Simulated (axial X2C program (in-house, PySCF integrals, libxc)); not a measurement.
**Nuclear properties of ZrB⁺**

Calculated with an in-house all-electron X2C program for linear molecules (integrals from PySCF): two-component X2C with atomic mean-field Coulomb and Gaunt terms, Gaussian nuclei, basis Zr dyall-cv3z, B dyall-v3z with contracted cores.

R = 2.147 Å (near the PBE0 minimum at charge 1 of the determinant lowest at the starting distance; the state shown can have its own minimum elsewhere).

Input and command:
```json
{"zs": [40, 5], "q": 1, "bas": ["dyall-cv3z", "dyall-v3z"], "r0": 2.39, "levels": ["PBE0", "HF", "PBE50", "B3LYP", "TPSSh"], "nst": 3}
```
```bash
python soeom.py task.json out
```

Keys: zs atomic numbers; q charge; bas basis sets; r0 starting distance in Å; levels methods; nst determinants followed.

Determinant lowest in the PBE0 search, Ω = 4 (⟨Sz⟩ = 2.00, ⟨Lz⟩ = 2.00 at PBE0), spin on the atoms Zr 1.34, B 0.66:

```
level  Eeff magnitude (GV/cm)  Ws magnitude Zr (kHz)  A∥/gI Zr (MHz)  qzz Zr (a.u.)  A∥/gI B (MHz)  qzz B (a.u.)
 PBE0                   0.164                0.00811              65          -0.82           15.8         -0.23
   HF                   0.679                  0.118            66.6          -0.59           11.2         -0.40
PBE50                  0.0455                 0.0386            72.9          -0.64           14.2         -0.29
B3LYP                   0.176                0.00511            78.7          -0.94           20.6         -0.24
TPSSh                   0.191                0.00263            57.5          -0.90           18.8         -0.22
```

Eeff is the effective electric field on the electron electric dipole moment in this Ω state and Ws the scalar–pseudoscalar constant of the nucleus named (defined with the proton number Z and per Ω); A∥ (defined per Ω) follows by multiplying with gI = μI/(I μN); qzz is the electric field gradient, eQq0 = 234.96 MHz × Q/barn × qzz. The operators were transformed with the bare-nucleus X2C matrices; with these basis sets, hyperfine constants and field gradients can be off by tens of per cent, and where levels differ in sign neither size nor sign is settled.

Task: With gI(91Zr) = -0.5214, Q(91Zr) = -0.176 barn, gI(11B) = 1.7924, Q(11B) = 0.04059 barn (g factors from the IAEA table of nuclear moments by Stone; Q from Pyykkö, Mol. Phys. 2018), turn the PBE0 values of the first state into constants in MHz.

Result: A∥(91Zr) = 65 × -0.5214 = -33.9 MHz; eQq0(91Zr) = 234.96 × (-0.176) × (-0.82) = 33.9 MHz; A∥(11B) = 15.8 × 1.7924 = 28.3 MHz; eQq0(11B) = 234.96 × (0.04059) × (-0.23) = -2.19 MHz.

Each state is one determinant with collinear spin, which with several unpaired electrons need not be a pure state. Unrestricted Hartree–Fock can overshoot spin polarisation at the nuclei. In the state Ω = 4 the sign of Eeff differs between levels (HF, PBE50 against PBE0). With several open shells hyperfine constants can be off by a factor of several. Where Eeff spreads by more than a factor of two the levels disagree and none is to be relied on. Open-shell Ω = 0 determinants with evenly filled partner blocks cannot be reached by this program, so the Ω shown need not be the lowest component. States lie within half an eV, so the first need not be the ground state. Further determinants of the search, some of them spin-mixed, are not shown.
